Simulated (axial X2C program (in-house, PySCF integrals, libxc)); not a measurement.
# Excited states of GaS⁻ by EOM-EE-CCSD

Computed with an in-house all-electron X2C program for linear molecules (integrals from PySCF): two-component X2C with atomic mean-field Coulomb and Gaunt terms, Gaussian nuclei, basis Ga dyall-acv3z, S dyall-av3z with contracted cores.

R = 2.131 Å (near the PBE0 minimum at charge -1 of the determinant lowest at the starting distance; the state shown can have its own minimum elsewhere).

Hartree–Fock spinors of GaS⁻ (one of each Kramers pair; a window near the gap, which can cut inner shells):

| ω | occupied | ε (eV) | character |
| --- | --- | --- | --- |
| 3/2 | yes | -25.96 | 100% Ga d |
| 1/2 | yes | -17.88 | 68% S s, 11% Ga p, 8% Ga s |
| 1/2 | yes | -7.52 | 50% S p, 38% Ga s, 6% S s |
| 1/2 | yes | -3.68 | 76% S p, 12% Ga p, 7% Ga d |
| 3/2 | yes | -3.62 | 76% S p, 12% Ga p, 7% Ga d |
| 1/2 | yes | -2.85 | 36% Ga p, 30% S p, 26% Ga s |
| 1/2 | no | 2.96 | 99% Ga p |
| 3/2 | no | 2.96 | 99% Ga p |
| 1/2 | no | 2.96 | 91% Ga p, 7% Ga s |
| 1/2 | no | 3.77 | 78% Ga s, 9% Ga p, 8% S p |
| 1/2 | no | 5.57 | 49% Ga p, 41% Ga d, 6% S p |
| 3/2 | no | 5.58 | 48% Ga p, 41% Ga d, 6% S p |

Vertical excitation energies from the closed-shell determinant state of GaS⁻:

```json
{"Ω": "0⁻", "excitation (eV)": "2.526", "cm⁻¹": "20373", "hole of the leading pair": "36% Ga pσ, 30% Ga sσ, 26% S pσ", "particle of the leading pair": "67% Ga pπ, 15% Ga dπ, 8% S pπ", "weight of the pair (for Ω = 0 its time-reversed partner can hold as much again)": "0.47", "singles weight": "0.95"}
{"Ω": "0⁺", "excitation (eV)": "2.526", "cm⁻¹": "20376", "hole of the leading pair": "36% Ga pσ, 30% Ga sσ, 26% S pσ", "particle of the leading pair": "67% Ga pπ, 15% Ga dπ, 8% S pπ", "weight of the pair (for Ω = 0 its time-reversed partner can hold as much again)": "0.47", "singles weight": "0.95"}
{"Ω": "1", "excitation (eV)": "2.550", "cm⁻¹": "20565", "hole of the leading pair": "36% Ga pσ, 30% Ga sσ, 26% S pσ", "particle of the leading pair": "68% Ga pπ, 15% Ga dπ, 8% S pπ", "weight of the pair (for Ω = 0 its time-reversed partner can hold as much again)": "0.50", "singles weight": "0.95"}
{"Ω": "2", "excitation (eV)": "2.574", "cm⁻¹": "20763", "hole of the leading pair": "36% Ga pσ, 30% Ga sσ, 26% S pσ", "particle of the leading pair": "67% Ga pπ, 16% Ga dπ, 8% S pπ", "weight of the pair (for Ω = 0 its time-reversed partner can hold as much again)": "0.94", "singles weight": "0.95"}
{"Ω": "1", "excitation (eV)": "3.054", "cm⁻¹": "24629", "hole of the leading pair": "36% Ga pσ, 29% S pσ, 27% Ga sσ", "particle of the leading pair": "58% Ga pσ, 39% Ga sσ", "weight of the pair (for Ω = 0 its time-reversed partner can hold as much again)": "0.92", "singles weight": "0.94"}
{"Ω": "0⁻", "excitation (eV)": "3.054", "cm⁻¹": "24630", "hole of the leading pair": "36% Ga pσ, 29% S pσ, 27% Ga sσ", "particle of the leading pair": "58% Ga pσ, 39% Ga sσ", "weight of the pair (for Ω = 0 its time-reversed partner can hold as much again)": "0.46", "singles weight": "0.94"}
{"Ω": "1", "excitation (eV)": "3.092", "cm⁻¹": "24939", "hole of the leading pair": "36% Ga pσ, 33% S pσ, 23% Ga sσ", "particle of the leading pair": "83% Ga pπ, 7% Ga dπ", "weight of the pair (for Ω = 0 its time-reversed partner can hold as much again)": "0.49", "singles weight": "0.93"}
{"Ω": "0⁺", "excitation (eV)": "3.189", "cm⁻¹": "25724", "hole of the leading pair": "36% Ga pσ, 30% S pσ, 26% Ga sσ", "particle of the leading pair": "76% Ga pσ, 22% Ga sσ", "weight of the pair (for Ω = 0 its time-reversed partner can hold as much again)": "0.46", "singles weight": "0.93"}
{"Ω": "1", "excitation (eV)": "3.234", "cm⁻¹": "26084", "hole of the leading pair": "76% S pπ, 12% Ga pπ, 7% Ga dπ", "particle of the leading pair": "72% Ga pπ, 12% S pπ, 8% S dπ", "weight of the pair (for Ω = 0 its time-reversed partner can hold as much again)": "0.54", "singles weight": "0.92"}
{"Ω": "0⁻", "excitation (eV)": "3.237", "cm⁻¹": "26110", "hole of the leading pair": "76% S pπ, 12% Ga pπ, 7% Ga dπ", "particle of the leading pair": "70% Ga pπ, 13% S pπ, 8% S dπ", "weight of the pair (for Ω = 0 its time-reversed partner can hold as much again)": "0.24", "singles weight": "0.92"}
```

This point took 34 s on 1 thread of Intel(R) Xeon(R) Platinum 8488C (Sapphire Rapids), on a shared host.

Reference electrons by ω block (each with its −ω partner): 1/2: 17, 3/2: 6, 5/2: 1. 10 electrons of GaS⁻ correlated (inner shells frozen), 88 natural virtual spinors (a truncated set); levels can be off by some tenths of an eV. Roots sought by Ω: (0: 5, 1: 4, 2: 3, 3: 1); rows need 60 % singles weight and stop where some Ω has no more roots. Missing are any skipped roots, higher Ω and states of a further excitation; these come out far too high here and may in truth be low or lowest. T1 of the reference 0.020 (Lee–Taylor). The highest Hartree–Fock level of the anion lies at -2.85 eV; relaxation, partly offset by correlation, puts the detachment threshold some tenths of an eV to over one eV lower in magnitude, and states above it are held by the basis set and are not bound. Number of frozen shells: Ga 3 s, 2 p, 1 d; S 2 s, 1 p.
